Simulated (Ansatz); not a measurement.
A nudged elastic band was laid between two geometries of AlClF2H2 (6 atoms, charge 0, multiplicity 1).

The calculation used RKS B3LYP-D4/def2-SVP (Ansatz).

```json
{
 "movable images": "7",
 "climbing image": "yes",
 "spring": "5.0 eV/Å²",
 "optimiser": "quadratic models (default)",
 "start path": "through a guess of the saddle point",
 "force threshold": "0.05 eV/Å",
 "iteration limit": "60",
 "end points": "relaxed"
}
```

Initial state:

```xyz
6
Properties=species:S:1:pos:R:3
Al -0.076 0.061 0.090
H -0.071 0.609 1.571
F 1.386 -0.073 -0.702
Cl -1.808 0.188 -1.103
F -0.180 -1.850 0.775
H -0.111 -1.810 1.711
```

Final state:

```xyz
6
Properties=species:S:1:pos:R:3
Al -0.085 -0.640 -0.263
H -0.045 0.168 1.839
F 1.381 0.091 -0.488
Cl -1.820 0.317 -0.897
F -0.130 -2.232 0.191
H -0.161 -0.580 1.960
```

(1) What changes between the two ends?

(2) Give the energies along the band, and the barrier.

(3) What is the geometry of the highest image?

(4) What are the harmonic wavenumbers there?

Results:

(1) Bonds broken: Al1–H2, F5–H6. Bonds formed: H2–H6. AlClF2H2 becomes AlClF2 + H2.

(2) It converged. The highest image is number 3 of 0 to 8, 0.159 eV above the first end and 1.253 eV above the last; the last end lies 1.094 eV below the first. A vibrational analysis at the climbing image gives one clearly imaginary mode, 693i cm⁻¹: a first-order saddle point. The orbitals stay closed-shell, which can raise the energy where a bond breaks towards radicals; this wasn't checked here.

```json
{"image": "0", "path coordinate (Å)": "0.00", "energy (eV)": "0.000", "Al1–H2 (Å)": "1.58", "F5–H6 (Å)": "0.94", "H2–H6 (Å)": "2.42"}
{"image": "1", "path coordinate (Å)": "0.31", "energy (eV)": "0.021", "Al1–H2 (Å)": "1.59", "F5–H6 (Å)": "0.95", "H2–H6 (Å)": "2.01"}
{"image": "2", "path coordinate (Å)": "0.62", "energy (eV)": "0.080", "Al1–H2 (Å)": "1.61", "F5–H6 (Å)": "0.97", "H2–H6 (Å)": "1.60"}
{"image": "3", "path coordinate (Å)": "0.94", "energy (eV)": "0.159", "Al1–H2 (Å)": "1.68", "F5–H6 (Å)": "1.08", "H2–H6 (Å)": "1.21"}
{"image": "4", "path coordinate (Å)": "1.19", "energy (eV)": "-0.085", "Al1–H2 (Å)": "1.77", "F5–H6 (Å)": "1.31", "H2–H6 (Å)": "0.97"}
{"image": "5", "path coordinate (Å)": "1.44", "energy (eV)": "-0.616", "Al1–H2 (Å)": "1.91", "F5–H6 (Å)": "1.58", "H2–H6 (Å)": "0.82"}
{"image": "6", "path coordinate (Å)": "1.69", "energy (eV)": "-0.939", "Al1–H2 (Å)": "2.07", "F5–H6 (Å)": "1.85", "H2–H6 (Å)": "0.78"}
{"image": "7", "path coordinate (Å)": "1.95", "energy (eV)": "-1.067", "Al1–H2 (Å)": "2.21", "F5–H6 (Å)": "2.14", "H2–H6 (Å)": "0.77"}
{"image": "8", "path coordinate (Å)": "2.20", "energy (eV)": "-1.094", "Al1–H2 (Å)": "2.25", "F5–H6 (Å)": "2.42", "H2–H6 (Å)": "0.77"}
```

(3) 
```xyz
6
Properties=species:S:1:pos:R:3
Al -0.077 -0.187 0.007
H -0.098 0.077 1.664
F 1.413 0.017 -0.690
Cl -1.818 0.248 -1.060
F -0.148 -1.896 0.830
H -0.132 -1.133 1.591
```

(4) 693i, 150, 197, 275, 459, 545, 691, 885, 1139, 1183, 1689, 2162 cm⁻¹.

The run took 2.5 min on 1 thread of Arm Neoverse V1, on a shared host, peak memory 0.14 GiB.
